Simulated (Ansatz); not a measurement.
The multiplicity is imposed and other spin states were not computed.

Species: [Cu(CO)(CN)] (charge 0, multiplicity 1), formula C2CuNO.

Question: How many basis functions does frozen-core CCSD(T)/def2-TZVPP // TPSS-D3(BJ)/def2-SVP (Ansatz, a quantum-chemistry and plane-wave program) use, how many core orbitals are frozen, and how many electrons are correlated?

Answer: 188 basis functions and 9 frozen orbitals, which leaves 38 correlated electrons. Core time is of the order of minutes.
